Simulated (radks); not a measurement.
Results of a calculation; reference values are marked as such.
Ionisation of Be+, [He] 2s1, to Be2+, [He], under several functionals. Dirac Kohn-Sham, spin-unpolarised, spherical densities, finite nucleus; a radial shooting solver on a logarithmic mesh with Libxc functionals.

functional,E(Be+) (hartree),Exc (hartree),IE (eV),-e(HOMO) (eV),<r> HOMO (bohr),IE error (eV)
BLYP,-14.31759,-2.53443,18.090,13.639,2.284,-0.121
revPBE,-14.31608,-2.53346,17.973,13.704,2.294,-0.238
PW91,-14.29883,-2.51421,18.017,13.727,2.292,-0.194
Wu-Cohen GGA,-14.22902,-2.43897,17.754,13.590,2.300,-0.457
BP86,-14.30812,-2.52489,17.864,13.780,2.293,-0.347
AM05,-14.14934,-2.34942,17.675,13.554,2.306,-0.536
B86b exchange with PBE correlation,-14.30404,-2.52005,17.959,13.735,2.286,-0.252
HCTH/407,-14.32212,-2.53805,18.138,13.781,2.305,-0.073
"LDA (Slater exchange, VWN5 correlation)",-14.10046,-2.29498,17.772,13.640,2.299,-0.439
XLYP,-14.33599,-2.55431,18.198,13.678,2.283,-0.013

NIST Atomic Spectra Database: 18.211 eV (measured). Closest: XLYP. The Delta-SCF values span 0.52 eV, the total energies 0.24 hartree. The highest occupied level is 2s1/2. Spin polarisation and multiplet splitting are left out, so open shells lie too high by an amount that depends on their filling.

Beside tabulated values, note that spin-unpolarised runs miss the spin-polarisation part of the exchange energy of open shells.
